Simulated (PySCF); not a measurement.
# One molecule, several mistakes: AlH4OSi cation

These are calculations, not measurements. They come from PySCF 2.14.0, an open-source quantum chemistry program, on an isolated molecule that a program drew, which may never have been made. The molecule is AlH4OSi cation (charge +1, singlet), drawn as the SMILES string `[AlH+][O][SiH3]`.

Each row is a Hartree-Fock (HF) and frozen-core CCSD(T) single point in the cc-pV(D+d)Z basis, meant for a local HF minimum. Run 1 is clean. Each other run has one planted mistake out of seven kinds, and not every kind appears here: one electron removed, one electron added, multiplicity raised by two, geometry at a saddle point, minimal basis STO-3G, one bond length entered in bohr, all coordinates scaled. The reference is restricted for singlets and unrestricted otherwise, and also for a bond in bohr. Adding or removing an electron swaps singlet and doublet. Electrons count all cores. HOMO and LUMO are orbital energies over both spins, the gradient is its largest component, and the lowest frequency (negative if imaginary) is given only where the gradient is small. Bond lengths are over the 6 bonds as drawn. T1 is the CCSD diagnostic: over 0.02 (restricted) or 0.045 (unrestricted) a single reference is doubtful.

Geometry of the clean run:
```xyz
7
AlH4OSi cation, angstrom
Al   -2.8994    0.4042    0.2584
O    -2.0389   -0.8361    0.8043
Si   -1.1185   -2.1628    1.3883
H    -3.7226    1.5908   -0.2639
H    -1.3864   -2.2348    2.8294
H     0.2818   -1.8451    1.0855
H    -1.6044   -3.3408    0.6604
```

```
run,electrons,basis functions,<S^2>,HOMO (eV),LUMO (eV),gradient (hartree/bohr),lowest frequency (cm^-1),mean bond (Å),longest bond (Å),T1,HF (hartree),CCSD(T) (hartree),mistake
1,38,80,0.000,-16.95,-4.21,1.5e-05,139,1.5434,1.717,0.0163,-607.86952,-608.23916,no fault
2,38,80,0.000,-17.22,-4.04,3.6e-02,-,1.4786,1.645,0.0146,-607.85607,-608.22078,all coordinates scaled
3,37,80,0.773,-23.12,-14.70,1.4e-01,-,1.5434,1.717,0.0387,-607.28867,-607.64079,one electron removed
4,38,80,2.019,-11.40,-7.72,1.1e-01,-,1.5434,1.717,0.0568,-607.66933,-608.01690,multiplicity raised by two
5,38,80,0.828,-13.38,-4.25,1.1e-02,-,1.7610,2.773,0.0546,-607.75202,-608.11192,one bond length entered in bohr
6,39,80,0.764,-5.21,1.30,6.0e-02,-,1.5434,1.717,0.0478,-608.04156,-608.42780,?
```

**Which mistake was planted in run 6, and what did it cost?**

It counts 39 electrons, one more than the clean run, at the same geometry and basis. So the mistake is: one electron added. Subtracting run 1 and multiplying by 627.51 kcal/mol a hartree, the energy moved by -108.0 kcal/mol in HF and -118.4 kcal/mol in CCSD(T).

Cautions from the logs. Run 4: T1 is over the limit, so its CCSD(T) energy is less reliable; run 5: T1 is over the limit, so its CCSD(T) energy is less reliable; run 6: T1 is over the limit, so its CCSD(T) energy is less reliable.
